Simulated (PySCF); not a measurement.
Compound: C₃H₆OSi.
Numbering: `[CH:1]#[C:2][SiH2:3][O:4][CH3:5]` (hydrogens: H6 on C1; H7, H8 on Si3; H9, H10, H11 on C5)

Theory: core-valence-separated Tamm–Dancoff BHandHLYP/aug-pcX-1 (pcseg-1 on H, def2-SVPD on Si) in PySCF, non-relativistic, gas phase, PBE0-D3(BJ)/def2-SVP geometry.

Computed oxygen K-edge spectrum, Gaussian lines of 0.8 eV full width, highest printed point 100; it ends one width below the last computed root. Absolute energies from this functional tend to lie a few eV below measured edges; no shift was applied.

```
photon energy (eV)  absorption
             531.3           0
             531.4           1
             531.5           1
             531.6           3
             531.7           5
             531.8           8
             531.9          12
             532.0          16
             532.1          21
             532.2          24
             532.3          25
             532.4          25
             532.5          22
             532.6          18
             532.7          14
             532.8          10
             532.9           7
             533.0           6
             533.1           8
             533.2          12
             533.3          18
             533.4          28
             533.5          41
             533.6          56
             533.7          70
             533.8          84
             533.9          94
             534.0         100
             534.1         100
             534.2          95
             534.3          85
```

Task: Where are the maxima, and which lines make them up?

Result: 2 maxima:
- 532.3 eV: O4 (silyl ether oxygen), 532.32 eV, f = 0.009, 100 % of the height at the exact maximum
- 534.1 eV: O4 (silyl ether oxygen), 534.28 eV, f = 0.015, 32 % of the height at the exact maximum; O4 (silyl ether oxygen), 534.11 eV, f = 0.011, 29 % of the height at the exact maximum; O4 (silyl ether oxygen), 533.85 eV, f = 0.009, 21 % of the height at the exact maximum; O4 (silyl ether oxygen), 533.79 eV, f = 0.009, 18 % of the height at the exact maximum

Roots within 0.03 eV on the same or equivalent atoms count as one line; shares under 12 % aren't listed.

Vibrational structure and lifetime widths aren't in the curve. The ionisation threshold wasn't computed; near and above it a finite basis only mimics Rydberg series and continuum.

Hardware: one thread, Arm Neoverse V2, on a shared host. Cost: 8.4 s wall.

Conformer computed: `[CH:1]#[C:2][SiH2:3][O:4][CH3:5]`: C2–Si3–O4–C5 -58°.

One conformer stands for the species.
